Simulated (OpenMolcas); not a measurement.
A ladder of methods for WCl4O (SMILES O=[W](Cl)(Cl)(Cl)Cl)

WCl4O has 6 atoms, charge 0, and is taken as a singlet. SMILES: `O=[W](Cl)(Cl)(Cl)Cl`. The shape is that of a PBE0-D4/def2-TZVP optimisation.

Quantity: the vertical ionisation energy (to the doublet cation), in eV. The values are calculated.

```csv
level,kind,program,value (eV),CPU time (all runs)
HF/def2-SVP (core potential),Hartree–Fock,OpenMolcas,11.60,75 s
SVWN5/def2-SVP (core potential),LDA,OpenMolcas,10.49,2.5 min
PBE/def2-SVP (core potential),GGA,OpenMolcas,10.34,3 min
r2SCAN/def2-SVP (core potential),meta-GGA,OpenMolcas,10.72,4.2 min
BHLYP/def2-SVP (core potential),global hybrid,OpenMolcas,11.31,3.4 min
```

Spin-orbit coupling, which can split open shells on such heavy atoms by tenths of an eV, is left out. The values span 10.34 to 11.60 eV. CPU times are rough (shared hosts, several kinds of processor): they show what a rung costs within a factor of a few.
